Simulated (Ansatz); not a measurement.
**Ligand exchange: SiH3Br + CHBrI2 → SiH3I + CHBr2I**

Species: SiH3Br `[SiH3]Br`, singlet; CHBrI2 (bromodiiodomethane) `BrC(I)I`, singlet; SiH3I `[SiH3]I`, singlet; CHBr2I (dibromoiodomethane) `BrC(Br)I`, singlet. The partners trade Br for I: Si–Br and C–I bonds give way to Si–I and C–Br.

Shapes, held fixed at every level: PBE0-D4/def2-TZVP. Programs: Ansatz 0.2.0. The zero-point and thermal change to 298 K, harmonic and unscaled (PBE0-D4/def2-TZVP), is 0.0 kJ/mol.

```csv
level,kind,ΔH(298 K) (kJ/mol),less CCSD(T)/def2-TZVPP
SPW92/def2-TZVPP,LDA,+11.5,-7.0
r2SCAN-D4/def2-TZVPP,meta-GGA,+15.1,-3.4
BHLYP-D4/def2-TZVPP,global hybrid,+18.7,+0.2
wB97M-V/def2-TZVPP,range-separated hybrid,+16.9,-1.6
wB97X-V/def2-TZVPP,range-separated hybrid,+15.7,-2.8
B2PLYP/def2-TZVPP,double hybrid,+18.0,-0.5
CCSD(T)/def2-SVP,coupled cluster or CI,+15.4,-3.1
CCSD(T)/def2-TZVPP,coupled cluster or CI,+18.5,0.0
```

The highest level, CCSD(T)/def2-TZVPP, gives ΔH(298 K) = +18.5 kJ/mol; the levels span +11.5 to +18.7. The column of differences is taken from that level and isn't an error. No measured value is set beside it here. For atoms past krypton def2 sets carry core potentials with scalar relativity. Relativity is left out for Br. Outer-core shells of Br, I are correlated, in sets that cover them unevenly.
